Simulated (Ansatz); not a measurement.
PbO₄. Charge 0, multiplicity 1. Geometry PBE-D4/def2-SVP, basis def2-TZVP, Ansatz.

Cartesian coordinates in Å:
```
Pb -0.676 -1.612 0.306
O 1.203 -0.716 -0.344
O -1.304 0.475 0.390
O 0.971 0.729 0.070
O -0.194 1.124 -0.422
```

```json
{"run": "A", "HOMO (eV)": "-7.19", "LUMO (eV)": "-2.97"}
{"run": "B", "HOMO (eV)": "-9.55", "LUMO (eV)": "-1.28"}
{"run": "C", "HOMO (eV)": "-5.99", "LUMO (eV)": "-3.43"}
{"run": "D", "HOMO (eV)": "-5.72", "LUMO (eV)": "-3.54"}
{"run": "E", "HOMO (eV)": "-9.88", "LUMO (eV)": "-0.99"}
```

In the def2 sets Pb takes a core potential; there is no spin–orbit coupling. LC-ωPBE has ω = 0.4 bohr⁻¹. The structure holds 3 bonds between oxygen atoms, so isomers without such links may lie far lower. The structure comes from a short search, and lower isomers may exist.

Q: The runs used LC-ωPBE, PBE, PBE0, r2SCAN, ωB97M-V. Estimate which is which.

A: A PBE0 (25 % exact exchange); B ωB97M-V (range-separated); C r2SCAN (0 % exact exchange); D PBE (0 % exact exchange); E LC-ωPBE (range-separated). Exact exchange lowers occupied and raises empty levels; among semilocal functionals meta-GGAs tend to open the gap a little, and such runs are hard to tell apart. The gap grows from 2.18 eV (PBE) to 8.89 eV (LC-ωPBE).
